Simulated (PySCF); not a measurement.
Molecule: `C1=NC=CC(C)=C1`, C6H7N.

Numbering as in the mapped SMILES `[CH3:1][c:2]1[cH:3][cH:4][n:5][cH:6][cH:7]1`. Hydrogens are named by the atom that carries them.

Geometry PBE0-D3(BJ)/def2-SVP throughout; GIAO in PySCF, gas phase, one conformer, non-relativistic; equivalent atoms averaged; functional PBE0.

For orientation, def2-SVP gives these absolute shieldings σ: C4/C6 46.2, C2 50.3, C3/C7 71.0, C1 172.3, N5 -62.1, H(C4)/H(C6) 22.97, H(C3)/H(C7) 24.48, H(C1) 29.15 ppm.

A run gave: C4/C6 32.8, C2 36.1, C3/C7 59.3, C1 164.9, N5 -81.3, H(C4)/H(C6) 22.59, H(C3)/H(C7) 24.11, H(C1) 28.95 ppm (absolute shieldings σ).

Task: Which basis set was used in that run?
A. cc-pVTZ
B. 6-31G
C. pcSseg-1
D. def2-TZVP

Result: A. C2 tells them apart best: cc-pVTZ gives 36.1, def2-TZVP gives 33.8, pcSseg-1 gives 33.3, 6-31G gives 59.7 ppm.
